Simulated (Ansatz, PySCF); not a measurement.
Stepwise substitution at one centre (Ga CH3-OH). All species are isolated molecules in the gas phase. One relaxed conformer stands for each flexible species; it need not be the lowest. Strings in code marks are SMILES.

Quantity: redistribution energy (mixed species minus the weighted end members), in eV.

Level 1: PBE-D3(BJ)/def2-TZVP // M06-2X/def2-TZVP (PySCF)
Level 2: PBE/6-31G* // M06-2X/def2-TZVP (PySCF)
Level 3: HF/3-21G // M06-2X/def2-TZVP (PySCF)
Level 4: HF/cc-pVTZ // M06-2X/def2-TZVP (Ansatz, a program for electronic structure)

```csv
species,level 2,level 3,level 4
1 of 3 CH3 replaced by OH: `[CH3][Ga]([CH3])[OH]` (C–Ga–O–H torsion 180°),-0.214,-0.160,-0.123
"2 of 3 CH3 replaced by OH: `[OH][Ga]([CH3])[OH]` (O–Ga–O–H torsion 180°, O–Ga–O–H torsion 0°)",-0.234,-0.196,-0.149
```

Task: What does level 1 give for each?

Result: 
- 1 of 3 CH3 replaced by OH: `[CH3][Ga]([CH3])[OH]` (C–Ga–O–H torsion 180°): -0.180
- 2 of 3 CH3 replaced by OH: `[OH][Ga]([CH3])[OH]` (O–Ga–O–H torsion 180°, O–Ga–O–H torsion 0°): -0.201
